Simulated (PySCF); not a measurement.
# C₆ coefficients of unlike pairs at PBE

Calculated with PySCF 2.14 from the dipole response of each species, C₆(A,B) = (3/π) ∫ α_A(iu) α_B(iu) du, in atomic units, from isotropic polarisabilities. For ions this is the dispersion term alone; charge-induced terms of lower order in 1/R come first.

```json
{"species": "N²⁺", "configuration": "[He] 2s2 2p1 (2P)", "basis": "aug-cc-pVTZ-DK (5s4p3d2f)", "relativity": "spin-free X2C", "α (bohr³)": "2.582", "C₆ (like pair)": "3.673"}
{"species": "Cd⁺", "configuration": "[Kr] 4d10 5s1 (2S)", "basis": "def2-TZVPPD with the def2 core potential (28 electrons) (6s4p3d2f1g)", "relativity": "core potential", "α (bohr³)": "20.99", "C₆ (like pair)": "111.2"}
{"species": "V⁺", "configuration": "[Ar] 3d4 (5D)", "basis": "aug-cc-pVTZ-DK (8s7p5d3f2g)", "relativity": "spin-free X2C", "α (bohr³)": "18.48", "C₆ (like pair)": "70.34"}
```

Question: Estimate C₆ for V⁺ with N²⁺.

Answer: The integral gives 15.36. The combination rule 2 C_A C_B / (C_A α_B/α_A + C_B α_A/α_B) gives 14.31 and the geometric mean 16.08.

No spin-orbit coupling is included.

The other pairs:

```csv
pair,C₆
"Cd⁺, N²⁺",19.43
"V⁺, Cd⁺",88.20
```
